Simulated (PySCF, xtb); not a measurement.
2,2,2-trifluoroacetaldehyde (C2HF3O), SMILES FC(F)(C=O)F.

GFN2-xTB (xtb) at its own geometry gives an orbital gap of 3.43 eV and a dipole moment of 2.13 D.

Coordinates come from a PBE-D3(BJ)/def2-SVP optimisation.

**Question.** What does PySCF with r2SCAN/def2-TZVP give? (The exact figures need the calculation; the answer reports its results.)

**Answer.** gap 4.18 eV (levels -7.44 and -3.26 eV), dipole 1.66 D.
